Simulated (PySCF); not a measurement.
Computed shifts of a molecule C4H10Si2, PBE/pcSseg-1 in PySCF, GIAO, gas phase, atoms alike by connectivity averaged where their shifts nearly agree, in ppm (number of nuclei): ¹³C: 161.3 (1), 139.8 (1), 22.2 (1), -2.0 (1). ²⁹Si: -34.9 (1), -73.4 (1). ¹H: 7.27 (1), 6.70 (1), 5.02 (1), 4.11 (1), 3.96 (1), 2.36 (2), 0.68 (3). References: ¹³C against TMS (σ = 182.0 ppm); ²⁹Si against TMS (σ = 335.4 ppm); ¹H against TMS (σ = 31.49 ppm), references at their B3LYP-D3(BJ)/def2-TZVP geometries, non-relativistic. Geometry: PBE0-D3(BJ)/def2-SVP. One conformer was computed; it need not be the lowest.

Problem. Identify the compound among the candidates.
A) C[Si@H]1C=CC[SiH2]1
B) C=C1[SiH2]C(C)[SiH2]1
C) C=CC=C([SiH3])[SiH3]
D) CC1=CC[Si@H]1[SiH3]

Solution. A, C[Si@H]1C=CC[SiH2]1
